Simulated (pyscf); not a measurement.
This saddle point was located with ωB97X-D3(BJ)/def2-SVP in PySCF.

```xyz
11

O     -2.3896    -0.5321     1.0149
Si    -1.2927    -0.3988    -0.2305
O     -1.9684    -0.8908    -1.6702
H     -3.3156    -0.3051     0.8783
H     -2.9124    -0.7847    -1.8306
O      1.7136     0.7074    -0.5339
Si     0.2444     1.3932    -0.1245
H      1.8059    -0.2054    -0.2348
H     -1.4275     1.3985    -0.4750
H      0.0279     1.6544     1.3236
H      0.3422     2.6390    -0.9327
```

Surface: singlet, charge 0. Lowest wavenumbers (cm⁻¹): 424i, 91, 133, 206, 216.

Question: Which two sides does it connect, and which bonds change?

Answer: HO–Si:–OH (SMILES O[Si]O) [singlet] + HO–SiH₃ (SMILES O[SiH3]) ⇌ HO–SiH₂–SiH(OH)–OH (SMILES O[SiH2][SiH](O)O), an insertion read from left to right: H–Si broken and Si–Si, H–Si formed. At ωB97M-D3(BJ)/def2-TZVP it lies +0.91 eV from the left side and +1.93 eV from the right (each side as separated species at their lowest minima found). On the product side the descent ends in a point that may be a rotor saddle (no frequency run), 0.04 eV over the lowest minimum found and 2.03 eV under the saddle at ωB97X-D3(BJ)/def2-TZVP. At ωB97X-D3(BJ)/def2-TZVP the barrier from the zero used here is 0.65 eV. The same reactants have a lower exit, to HO–Si(OH)(OH)–SiH₃ (barrier +0.38 eV at ωB97M-D3(BJ)/def2-TZVP, against +0.91 eV here). HO–SiH₂–SiH(OH)–OH lies 1.65 eV over its isomer HO–SiH(OH)–O–SiH₃ (electronic energy, ωB97M-D3(BJ)/def2-TZVP). This is the saddle that the search found; another between the same sides may lie lower.
